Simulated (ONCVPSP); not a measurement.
# Before and after: ONCV potential for nitrogen

ONCVPSP 4.0.1 input, shortened (lines: element, Z, core and valence counts, functional; n l f; lmax; l rc ep ncon nbas qcut; lloc lpopt rc5 dvloc0; l nproj debl; icmod fcfact rcfact), PBEsol, non-relativistic:

```
  N 7.00    1    2  -116133      upf
    1    0    2.00
    2    0    2.00
    2    1    2.00
    2
    0    1.10    0.00    3    8    4.90
    1    1.40    0.00    4    8   11.80
    2    1.25    0.24    5    8    8.00
    4    5    0.95    0.00
    0    1    3.80
    1    2    2.00
    2    2    2.00
    3    4.50    1.10
```

Change: s: rc 1.06.

Cutoffs: the cutoffs (Ha) at which the residual kinetic energy of the hardest occupied pseudo-wave falls to 1 and 0.1 mHa per electron; they do not see the model core or the augmentation charge, which bear on the density cutoff. Errors are all-electron minus pseudo energies relative to the spin-unpolarised reference configuration.

Question: How do hardness, ghosts and transferability respond?

Answer: The potential gets harder (90 Ha and 200 Ha → 105 Ha and 221 Ha); the errors of the 4 common tests hardly move; neither file shows a bound ghost. A smaller radius makes the pseudo-wave follow the all-electron one further in, where it bends more sharply, so more plane waves are needed.

| quantity | base | changed |
| --- | --- | --- |
| cutoff, loose | 90 Ha | 105 Ha |
| cutoff, tight | 200 Ha | 221 Ha |
| loose cutoff by channel | s 90 Ha, p 37 Ha | s 105 Ha, p 37 Ha |
| bound ghosts | none | none |
| GHOST(+) flags under 300 eV | none | none |
| error for 2s2 2p3, meV [ΔE -13.53 eV] | +15 | +14 |
| error for 2s2 2p1, meV [ΔE 28.74 eV] | +58 | +56 |
| error for 2s2 2p0, meV [ΔE 75.63 eV] | +411 | +397 |
| error for 2s2 2p2.5, meV [ΔE -8.46 eV] | +5.5 | +5.2 |
| p: phases at 1.42 bohr within 0.05 rad from the reference energy up to (Ha; the scan ends near 5) | to the end of the scan | to the end of the scan |
| d: phases at 1.27 bohr within 0.05 rad from the reference energy up to (Ha; the scan ends near 5) | to the end of the scan | to the end of the scan |
| rms error of d²Exc/dni dnj with the model core, mHa | 2.92 | 2.90 |
